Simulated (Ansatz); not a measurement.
`C[B]([GaH2])BF` + `[SiH3]N[SiH3]` → `FBN([SiH3])[SiH3]` + `C[BH][GaH2]` at 600 K and 1 bar (cleavage of the B–B bond).

Computed with Ansatz on PBE0-D4/def2-TZVP structures; ΔE is electronic, products minus reactants. CBS: MP2 limit from def2 TZ/QZ plus the TZ coupled-cluster correction, frozen cores. This one scheme is used for every species. For Ga outer-core shells are correlated without core-valence functions, which leaves a few kJ/mol of doubt a bond. Scalar relativity is left out up to krypton. Each species was taken in one conformer, which may not be the lowest.

```json
{"species": "`C[B]([GaH2])BF`", "CCSD(T)/CBS energy (Eh)": "-2114.98543", "H − E (kJ/mol)": "248.9", "S (J/(mol·K))": "482.9"}
{"species": "`[SiH3]N[SiH3]`", "CCSD(T)/CBS energy (Eh)": "-637.10515", "H − E (kJ/mol)": "230.1", "S (J/(mol·K))": "420.5"}
{"species": "`FBN([SiH3])[SiH3]`", "CCSD(T)/CBS energy (Eh)": "-761.79139", "H − E (kJ/mol)": "263.5", "S (J/(mol·K))": "471.8"}
{"species": "`C[BH][GaH2]`", "CCSD(T)/CBS energy (Eh)": "-1990.35208", "H − E (kJ/mol)": "212.3", "S (J/(mol·K))": "396.5"}
```

H − E and S are ideal-gas, rigid-rotor, harmonic terms from PBE0-D4/def2-TZVP, for one conformer and one mirror image of each species. 1 Eh = 2625.50 kJ/mol, R = 8.31446 J/(mol·K).

By hand: ΔE, ΔH, ΔS and ΔG.

ΔE = (-761.79139) + (-1990.35208) − (-2114.98543) − (-637.10515) = -0.05289 Eh = -138.9 kJ/mol. Δ(H − E) = 263.5 + 212.3 − 248.9 − 230.1 = -3.2, so ΔH = -142.1 kJ/mol. ΔS = 471.8 + 396.5 − 482.9 − 420.5 = -35.1 J/(mol·K). ΔG = -142.1 − 600 × (-35.1)/1000 = -121.0 kJ/mol.

By hand: the equilibrium constant, and the temperature at which ΔG would vanish if ΔH and ΔS stayed fixed.

log₁₀ K = −ΔG/(RT ln 10) = 10.5. ΔG = 0 at ΔH/ΔS = 4048 K, far beyond where these terms or the molecules hold.

ΔH outweighs TΔS. A doubt of 5 kJ/mol in ΔE shifts log₁₀ K by 0.4 here. Other conformers and mirror images would add mixing entropy, several J/(mol·K) or more a flexible species. Modes under 60 cm⁻¹, often nearly free rotors, make the harmonic entropy too high. These are equilibria of isolated gas molecules and say nothing of rates. Largest T1 diagnostic: 0.014 (customary marks: 0.02 for closed shells, 0.045 for open ones).
